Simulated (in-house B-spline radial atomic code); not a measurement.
Values are calculated unless marked as measured or tabulated.
## Be in an electron gas of r_s = 3: phase shifts, screening, friction and resistivity

A nucleus sits in a uniform electron gas with a rigid positive background. The Kohn-Sham equations are solved self-consistently in the spin-unpolarised LDA (PW92), non-relativistic, on B-splines with outgoing waves at the boundary and partial waves to l = 8. The model has no lattice, no bands and no magnetic solution. Atomic units; δ_l are the phase shifts at the Fermi level, counted so that each bound state adds π, and good to about 0.0005.

The density parameter is r_s = 3 bohr, near that of the valence electrons of Ag (1 per atom, density 10.5 g/cm³, mass 107.87 u, which gives r_s = 3.02).

| l | δ_l (rad) |
| --- | --- |
| 0 | 3.8337 |
| 1 | 0.8225 |
| 2 | -0.0009 |
| 3 | -0.0019 |
| 4 | 0.0002 |
| 5 | 0.0000 |
| 6 | 0.0001 |
| 7 | 0.0000 |
| 8 | 0.0000 |

Bound levels below the band bottom (hartree): s -3.475.

Check the Friedel sum rule, and say where the screening charge sits.

k_F = (9π/4)^(1/3)/r_s = 0.63972. The rule is Z = (2/π) Σ (2l + 1) δ_l. The terms are s 2.441, p 1.571, d -0.003, f -0.008 and 0.002 beyond, in all 4.002 against Z = 4. Bound states hold 2 s, 0 p, 0 d electrons, so the scattering states carry 2.00 in all.

Find the transport cross section and the electronic stopping of a 5 keV Be ion (mass 9.01 u).

σ_tr = (4π/k_F²) Σ (l + 1) sin²(δ_l − δ_(l+1)). The terms for l = 0 to 3 are 0.0169, 1.0759, 0.0000, 0.0000, all together 1.0929, so σ_tr = 30.707 × 1.0929 = 33.558 bohr². With n = 3/(4π r_s³) = 0.008842, the friction coefficient is Q = n k_F σ_tr = 0.1898. For v well below v_F = 0.640, dE/dx = Q v; with 24801 eV per u at v = 1, v = √(5000/(24801 × 9.01)) = 0.1496, so dE/dx = 0.02839 hartree/bohr = 14.6 eV/nm. The largest term couples the p and d waves.

What residual resistivity would 1 atomic per cent of such centres give in Ag?

Δρ = k_F n_i σ_tr/n in atomic units of 21.74 μΩ·cm. With one host atom per 1 electron, n_i/n = 0.01/1, so Δρ = 0.6397 × 0.01000 × 33.558 × 21.74 = 4.67 μΩ·cm. This is an atom added to the gas, as on an interstitial site.

On a substitutional site the background of one host ion, a sphere holding 1 charge, is taken out. The phase shifts for l = 0 to 4 become 3.6271, 0.4368, -0.0330, -0.0078, -0.0005. What follows?

The Friedel sum is now 3.00, for Z − 1 = 3. The sum in σ_tr is 0.4144, so σ_tr = 12.72 bohr² and Δρ = 1.77 μΩ·cm per atomic per cent, 0.38 times the value above. A real host ion scatters too, so this model doesn't give zero even for the host's own atom.
